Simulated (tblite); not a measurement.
Computed values, GFN2-xTB/tblite, gas phase, harmonic and unscaled. This tight-binding method is rough: wavenumbers can miss measured ones by several per cent, in bad cases by 10 to 20. Modes of hydrogen on phosphorus and silicon can be 10 to 20 % off. One conformer each. Thermal functions are those of the rigid rotor and harmonic oscillator, without mixing of conformers.

**Question.** Order these by their heat capacity Cp at 298.15 K, highest first (cal/(mol K)).
A. `CC1=NN(C(N)=O)B(O)C2=C1SC=C2`
B. `O=C(PC)C`
C. `C=Cc1cccs1`
D. `F[SiH2][C@@]12CC[C@@H]1C2`
E. `[SiH2]1[C@](C=O)(OC)C1`

**Answer.** A (52.1), E (34.2), D (30.8), C (26.7), B (25.8).

```csv
SMILES,atoms,mass (u),symmetry number,modes under 300 cm⁻¹,ZPE (kcal/mol),S translation (cal/(mol K)),S rotation,S vibration,S,Cp
CC1=NN(C(N)=O)B(O)c2ccsc21,22,209.04,1,10,96.3,41.9,31.8,39.2,113.0,52.1
CO[C@]1(C=O)C[SiH2]1,15,116.03,1,6,67.7,40.2,28.1,22.9,91.2,34.2
F[SiH2][C@@]12CC[C@@H]1C2,16,116.05,1,4,78.0,40.2,28.0,19.5,87.7,30.8
C=Cc1cccs1,13,110.02,1,3,60.9,40.0,27.6,13.1,80.7,26.7
CPC(C)=O,12,90.02,1,5,57.4,39.4,26.5,16.9,82.8,25.8
```

Entropies and Cp are for 298.15 K and 1 bar.
